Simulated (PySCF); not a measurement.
C3H8ClSi, doublet, geometry from GFN2-xTB; CCSD(T)/STO-3G (PySCF).

Here is a job for PySCF.
```python
from pyscf import gto, scf, cc

mol = gto.M(
    atom='''
C    -0.705843    1.703405   -0.825085
Si   -0.094637    0.040947   -0.306974
C     1.450405   -0.489137   -1.301315
C    -1.434499   -1.306581   -0.520969
Cl    0.416939    0.121779    1.668974
H    -0.760814    2.540218   -0.151715
H    -1.035151    1.908234   -1.827952
H     2.270775    0.206497   -1.153736
H     1.792634   -1.474242   -0.997308
H     1.232355   -0.525176   -2.363606
H    -1.059092   -2.282285   -0.225936
H    -2.309142   -1.091233    0.085098
H    -1.754990   -1.371647   -1.555551
''',
    basis='sto-3g',
    charge=0,
    spin=1,
    verbose=4,
)

mf = scf.UHF(mol)
mf.kernel()

mycc = cc.CCSD(mf, frozen=13)
mycc.kernel()
et = mycc.ccsd_t()
print('E(CCSD(T)) = %.10f' % (mycc.e_tot + et))
```

Predict the main parts of the log of this PySCF run.


```
PySCF version 2.14.0

[INPUT] verbose = 4
[INPUT] num. atoms = 13
[INPUT] num. electrons = 57
[INPUT] charge = 0
[INPUT] spin (= nelec alpha-beta = 2S) = 1
[INPUT] symmetry False subgroup None
[INPUT] Mole.unit = angstrom
[INPUT] Symbol           X                Y                Z      unit          X                Y                Z       unit  Magmom
[INPUT]  1 C     -0.705843000000   1.703405000000  -0.825085000000 AA   -1.333849956941   3.218968929215  -1.559184679487 Bohr   0.0
[INPUT]  2 Si    -0.094637000000   0.040947000000  -0.306974000000 AA   -0.178838011250   0.077378615623  -0.580096787362 Bohr   0.0
[INPUT]  3 C      1.450405000000  -0.489137000000  -1.301315000000 AA    2.740868219700  -0.924334967391  -2.459128951788 Bohr   0.0
[INPUT]  4 C     -1.434499000000  -1.306581000000  -0.520969000000 AA   -2.710810235962  -2.469080249560  -0.984488729389 Bohr   0.0
[INPUT]  5 Cl     0.416939000000   0.121779000000   1.668974000000 AA    0.787900520650   0.230128957723   3.153903769020 Bohr   0.0
[INPUT]  6 H     -0.760814000000   2.540218000000  -0.151715000000 AA   -1.437730091735   4.800316316690  -0.286699798988 Bohr   0.0
[INPUT]  7 H     -1.035151000000   1.908234000000  -1.827952000000 AA   -1.956151887570   3.606039641583  -3.454328648851 Bohr   0.0
[INPUT]  8 H      2.270775000000   0.206497000000  -1.153736000000 AA    4.291142840509   0.390222775544  -2.180245060051 Bohr   0.0
[INPUT]  9 H      1.792634000000  -1.474242000000  -0.997308000000 AA    3.387587301584  -2.785913621331  -1.884638981838 Bohr   0.0
[INPUT] 10 H      1.232355000000  -0.525176000000  -2.363606000000 AA    2.328813438238  -0.992438807195  -4.466568006379 Bohr   0.0
[INPUT] 11 H     -1.059092000000  -2.282285000000  -0.225936000000 AA   -2.001393820718  -4.312893588203  -0.426957161680 Bohr   0.0
[INPUT] 12 H     -2.309142000000  -1.091233000000   0.085098000000 AA   -4.363645962730  -2.062131508088   0.160811913748 Bohr   0.0
[INPUT] 13 H     -1.754990000000  -1.371647000000  -1.555551000000 AA   -3.316450451350  -2.592037169581  -2.939565362793 Bohr   0.0

nuclear repulsion = 287.23265292748
number of shells = 27
number of NR pGTOs = 123
number of NR cGTOs = 41
basis = sto-3g
ecp = {}

******** <class 'pyscf.scf.uhf.UHF'> ********
method = UHF
initial guess = minao
damping factor = 0
level_shift factor = 0
DIIS = <class 'pyscf.scf.diis.CDIIS'>
diis_start_cycle = 1
diis_space = 8
diis_damp = 0
SCF conv_tol = 1e-09
SCF conv_tol_grad = None
SCF max_cycles = 50
direct_scf = True
direct_scf_tol = 1e-13
number electrons alpha = 29  beta = 28
Set gradient conv threshold to 3.16228e-05
init E= -856.949534297499

cycle= 1 E= -857.072691127198  delta_E= -0.123  |g|= 0.198  |ddm|= 2.88
cycle= 2 E= -857.11746885107  delta_E= -0.0448  |g|= 0.0532  |ddm|= 0.441
cycle= 3 E= -857.121232344992  delta_E= -0.00376  |g|= 0.0179  |ddm|= 0.127
cycle= 4 E= -857.121699510483  delta_E= -0.000467  |g|= 0.00852  |ddm|= 0.0427
cycle= 5 E= -857.12184676999  delta_E= -0.000147  |g|= 0.00255  |ddm|= 0.0299
cycle= 6 E= -857.121860416658  delta_E= -1.36e-05  |g|= 0.000414  |ddm|= 0.0108
cycle= 7 E= -857.121860665734  delta_E= -2.49e-07  |g|= 7.7e-05  |ddm|= 0.00129
cycle= 8 E= -857.121860675029  delta_E= -9.3e-09  |g|= 2.58e-05  |ddm|= 0.000216
cycle= 9 E= -857.121860676229  delta_E= -1.2e-09  |g|= 1.08e-05  |ddm|= 7.72e-05
cycle= 10 E= -857.121860676485  delta_E= -2.56e-10  |g|= 3.03e-06  |ddm|= 4.29e-05
Extra cycle  E= -857.121860676497  delta_E= -1.16e-11  |g|= 1.86e-06  |ddm|= 5.42e-06
converged SCF energy = -857.121860676497  <S^2> = 0.76665244  2S+1 = 2.0165837

******** <class 'pyscf.cc.uccsd.UCCSD'> ********
CC2 = 0
CCSD nocc = (np.int64(16), np.int64(15)), nmo = (28, 28)
frozen orbitals 13
max_cycle = 50
direct = 0
conv_tol = 1e-07
conv_tol_normt = 1e-06
diis_space = 6
diis_start_cycle = 0
diis_start_energy_diff = 1e+09
Init t2, MP2 energy = -0.176994140565372
Init E_corr(UCCSD) = -0.176994140568368
cycle = 1  E_corr(UCCSD) = -0.216989612809549  dE = -0.0399954722  norm(t1,t2) = 0.0772121
cycle = 2  E_corr(UCCSD) = -0.229881765263051  dE = -0.0128921525  norm(t1,t2) = 0.0304388
cycle = 3  E_corr(UCCSD) = -0.238186138487265  dE = -0.00830437322  norm(t1,t2) = 0.0144639
cycle = 4  E_corr(UCCSD) = -0.238389507050167  dE = -0.000203368563  norm(t1,t2) = 0.00390571
cycle = 5  E_corr(UCCSD) = -0.23840421148409  dE = -1.47044339e-05  norm(t1,t2) = 0.00132476
cycle = 6  E_corr(UCCSD) = -0.238427841234285  dE = -2.36297502e-05  norm(t1,t2) = 0.000485537
cycle = 7  E_corr(UCCSD) = -0.238423887622526  dE = 3.95361176e-06  norm(t1,t2) = 0.000140172
cycle = 8  E_corr(UCCSD) = -0.238424187819545  dE = -3.0019702e-07  norm(t1,t2) = 5.65134e-05
cycle = 9  E_corr(UCCSD) = -0.238424264173799  dE = -7.63542535e-08  norm(t1,t2) = 2.92122e-05
cycle = 10  E_corr(UCCSD) = -0.238424276167852  dE = -1.19940536e-08  norm(t1,t2) = 1.32673e-05
cycle = 11  E_corr(UCCSD) = -0.238423909770675  dE = 3.66397177e-07  norm(t1,t2) = 4.22163e-06
cycle = 12  E_corr(UCCSD) = -0.238423627667372  dE = 2.82103304e-07  norm(t1,t2) = 1.92375e-06
cycle = 13  E_corr(UCCSD) = -0.238423496331936  dE = 1.31335436e-07  norm(t1,t2) = 9.66746e-07
cycle = 14  E_corr(UCCSD) = -0.238423478702842  dE = 1.76290944e-08  norm(t1,t2) = 4.38609e-07
UCCSD converged
E(UCCSD) = -857.3602841551996  E_corr = -0.2384234787028416
UCCSD(T) correction = -0.00177995465248065
E(CCSD(T)) = -857.3620641099
```
